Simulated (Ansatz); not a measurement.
Cartesian coordinates in Å:
```
C 1.3657 -0.4306 0.5113
N 0.1209 0.0719 -0.0703
C 0.0723 -0.2257 -1.5019
C 0.0007 1.5127 0.1536
Ga -1.5246 -0.9077 0.8871
H 1.4248 -1.5086 0.3611
H 2.2357 0.0491 0.0456
H 1.3718 -0.2270 1.5821
H -0.8732 0.1290 -1.9123
H 0.1332 -1.3041 -1.6487
H 0.9023 0.2601 -2.0299
H -0.9449 1.8644 -0.2592
H 0.8283 2.0522 -0.3237
H 0.0094 1.7135 1.2249
H -1.1657 -2.4031 0.5062
H -1.2484 -0.4376 2.3748
H -2.7082 -0.2085 0.0993
```

Charge 0, multiplicity 1.

List the B3LYP/def2-TZVPP orbital energies in eV (Ansatz 0.2.0). (Estimate.)

Computed: Occupied: -10136.25, -1248.04, -1105.26, -1105.19, -1105.19, -391.30, -278.04, -278.04, -278.04, -148.08, -101.46, -101.29, -101.29, -26.61, -21.32, -21.20, -21.20, -21.11, -21.11, -20.20, -20.20, -17.17, -14.44, -13.76, -13.76, -11.77, -11.77, -11.08, -10.92, -10.85, -10.85, -8.08, -7.25, -7.25. Lowest empty: 0.15, 0.94, 1.62, 1.62, 1.71, 2.17, 2.17, 2.40.

B3LYP here is the variant with VWN-RPA as its local correlation; programs differ in this.
